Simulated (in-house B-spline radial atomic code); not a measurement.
Ionisation energies along the 14-electron series, configuration [Ne] 3s2 3p2, as differences of self-consistent energies. Dirac energy differences include first-order Breit, QED and recoil terms. NIST's values go from ground level to ground level; the uncertainty of those that are theory runs from under 0.1 % in few-electron ions to several per cent in heavy many-electron ones. Computed with a B-spline radial code for spherical atoms: Dirac-Hartree-Fock, average of the configuration, finite nuclei.

```json
{"ion": "Te38+", "configuration after": "[Ne] 3s2 3p1", "ionisation energy (eV)": "2657.5", "IE/(q+1)² (eV)": "1.7472", "Breit and QED recoil part (eV)": "-2.0922", "tabulated value (eV)": "2700", "tabulated kind": "tabulated theory", "computed minus tabulated (eV)": "-43"}
{"ion": "I39+", "configuration after": "[Ne] 3s2 3p1", "ionisation energy (eV)": "2789.3", "IE/(q+1)² (eV)": "1.7433", "Breit and QED recoil part (eV)": "-2.2478", "tabulated value (eV)": "2836", "tabulated kind": "tabulated theory", "computed minus tabulated (eV)": "-47"}
{"ion": "Xe40+", "configuration after": "[Ne] 3s2 3p1", "ionisation energy (eV)": "?", "IE/(q+1)² (eV)": "?", "Breit and QED recoil part (eV)": "?", "tabulated value (eV)": "?", "tabulated kind": "tabulated theory", "computed minus tabulated (eV)": "?"}
{"ion": "Cs41+", "configuration after": "[Ne] 3s2 3p1", "ionisation energy (eV)": "3063.0", "IE/(q+1)² (eV)": "1.7364", "Breit and QED recoil part (eV)": "-2.5824", "tabulated value (eV)": "3118", "tabulated kind": "tabulated theory", "computed minus tabulated (eV)": "-55"}
{"ion": "Ba42+", "configuration after": "[Ne] 3s2 3p1", "ionisation energy (eV)": "?", "IE/(q+1)² (eV)": "?", "Breit and QED recoil part (eV)": "?", "tabulated value (eV)": "?", "tabulated kind": "tabulated theory", "computed minus tabulated (eV)": "?"}
{"ion": "La43+", "configuration after": "[Ne] 3s2 3p1", "ionisation energy (eV)": "3350.0", "IE/(q+1)² (eV)": "1.7304", "Breit and QED recoil part (eV)": "-2.9503", "tabulated value (eV)": "3416", "tabulated kind": "tabulated theory", "computed minus tabulated (eV)": "-66"}
{"ion": "Ce44+", "configuration after": "[Ne] 3s2 3p1", "ionisation energy (eV)": "3498.6", "IE/(q+1)² (eV)": "1.7277", "Breit and QED recoil part (eV)": "-3.1474", "tabulated value (eV)": "3570", "tabulated kind": "tabulated theory", "computed minus tabulated (eV)": "-71"}
{"ion": "Pr45+", "configuration after": "[Ne] 3s2 3p1", "ionisation energy (eV)": "3650.6", "IE/(q+1)² (eV)": "1.7252", "Breit and QED recoil part (eV)": "-3.3536", "tabulated value (eV)": "3729", "tabulated kind": "tabulated theory", "computed minus tabulated (eV)": "-78"}
{"ion": "Nd46+", "configuration after": "[Ne] 3s2 3p1", "ionisation energy (eV)": "3806.0", "IE/(q+1)² (eV)": "1.7229", "Breit and QED recoil part (eV)": "-3.5692", "tabulated value (eV)": "3891", "tabulated kind": "tabulated theory", "computed minus tabulated (eV)": "-85"}
{"ion": "Pm47+", "configuration after": "[Ne] 3s2 3p1", "ionisation energy (eV)": "?", "IE/(q+1)² (eV)": "?", "Breit and QED recoil part (eV)": "?", "tabulated value (eV)": "?", "tabulated kind": "tabulated theory", "computed minus tabulated (eV)": "?"}
{"ion": "Sm48+", "configuration after": "[Ne] 3s2 3p1", "ionisation energy (eV)": "4127.1", "IE/(q+1)² (eV)": "1.7189", "Breit and QED recoil part (eV)": "-4.0293", "tabulated value (eV)": "4227", "tabulated kind": "tabulated theory", "computed minus tabulated (eV)": "-100"}
{"ion": "Eu49+", "configuration after": "[Ne] 3s2 3p1", "ionisation energy (eV)": "4292.9", "IE/(q+1)² (eV)": "1.7172", "Breit and QED recoil part (eV)": "-4.2747", "tabulated value (eV)": "4400", "tabulated kind": "tabulated theory", "computed minus tabulated (eV)": "-107"}
{"ion": "Gd50+", "configuration after": "[Ne] 3s2 3p1", "ionisation energy (eV)": "4462.1", "IE/(q+1)² (eV)": "1.7155", "Breit and QED recoil part (eV)": "-4.5304", "tabulated value (eV)": "4578", "tabulated kind": "tabulated theory", "computed minus tabulated (eV)": "-116"}
{"ion": "Tb51+", "configuration after": "[Ne] 3s2 3p1", "ionisation energy (eV)": "4634.9", "IE/(q+1)² (eV)": "1.7141", "Breit and QED recoil part (eV)": "-4.797", "tabulated value (eV)": "4760", "tabulated kind": "tabulated theory", "computed minus tabulated (eV)": "-125"}
{"ion": "Dy52+", "configuration after": "[Ne] 3s2 3p1", "ionisation energy (eV)": "4811.2", "IE/(q+1)² (eV)": "1.7128", "Breit and QED recoil part (eV)": "-5.0746", "tabulated value (eV)": "4945", "tabulated kind": "tabulated theory", "computed minus tabulated (eV)": "-134"}
```

**Question.** Fill in the row of Xe40+.

**Answer.** ionisation energy (eV): 2924.5; IE/(q+1)² (eV): 1.7397; Breit and QED recoil part (eV): -2.411; tabulated value (eV): 2975; computed minus tabulated (eV): -51.

**Question.** Fill in the row of Ba42+.

**Answer.** ionisation energy (eV): 3204.8; IE/(q+1)² (eV): 1.7333; Breit and QED recoil part (eV): -2.762; tabulated value (eV): 3266; computed minus tabulated (eV): -61.

**Question.** Fill in the row of Pm47+.

**Answer.** ionisation energy (eV): 3964.8; IE/(q+1)² (eV): 1.7208; Breit and QED recoil part (eV): -3.7944; tabulated value (eV): 4056; computed minus tabulated (eV): -91.

Where a p, d or f electron is removed, the computed value is a mean over both j, so it misses the tabulated one by a part of the spin-orbit splitting; averaging over terms and missing correlation add to the gap, relatively most at low charge.
